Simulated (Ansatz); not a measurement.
Reaction (silylene formation by 1,1-elimination): `F[SiH2][Si](Cl)(Cl)Cl` → `Cl[SiH](Cl)Cl` + `F[SiH]`

Isolated molecules relaxed with PBE0-D4/def2-TZVP in Ansatz; ΔE leaves out vibrations. CBS: MP2 limit from def2 TZ/QZ plus the TZ coupled-cluster correction, frozen cores. This one scheme is used for every species. Functionals use def2-TZVPP. One conformer a species, not always the lowest.

| level | ΔE (kJ/mol) |
| --- | --- |
| PBE0 | 201.2 |
| CCSD/CBS(def2) | 188.6 |

**Question.** What does CCSD(T)/CBS give? (Estimate.)

**Answer.** Ansatz gave: +192.6 kJ/mol. The listed levels differ from it by 8.6, -4.0 kJ/mol.

Largest T1 diagnostic among the species: 0.015.

At CCSD(T), def2-SVP lies −20.5 kJ/mol from the extrapolated value and def2-TZVPP −7.2 kJ/mol. From PBE to PBE0 (25 % exact exchange), in def2-TZVPP and without D4, ΔE moves by +9.0 kJ/mol.

CCSD(T)/CBS has its own doubt, a few kJ/mol and more with outer-core shells, so smaller differences from it don't rank the levels.
